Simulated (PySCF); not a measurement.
Here is a job for PySCF.
```python
from pyscf import gto, scf, cc

mol = gto.M(
    atom='''
F     0.466300    0.000000    0.000000
H    -0.466300    0.000000    0.000000
''',
    basis='3-21g',
    charge=0,
    spin=2,
    verbose=4,
)

mf = scf.UHF(mol)
mf.kernel()

mycc = cc.CCSD(mf, frozen=2)
mycc.kernel()
print('E(CCSD) = %.10f' % mycc.e_tot)
mf.analyze()
```

**Question.** What total energy does CCSD/3-21G (PySCF) give?

**Answer.** -99.1885 Eh

**Question.** Estimate the SCF-reference HOMO energy that CCSD/3-21G returns for this input.

**Answer.** -4.95 eV

**Question.** Predict the SCF-reference <S^2> from CCSD/3-21G.

**Answer.** 2.001

**Question.** Estimate the number of basis functions that CCSD/3-21G returns for this input.

**Answer.** 11

**Question.** What SCF-reference dipole moment does CCSD/3-21G give?

**Answer.** 1.74 D

**Question.** Predict the MP2 correlation energy from CCSD/3-21G.

**Answer.** -0.0534 Eh

These values belong to the state on which the SCF converged, which isn't shown to be the lowest.
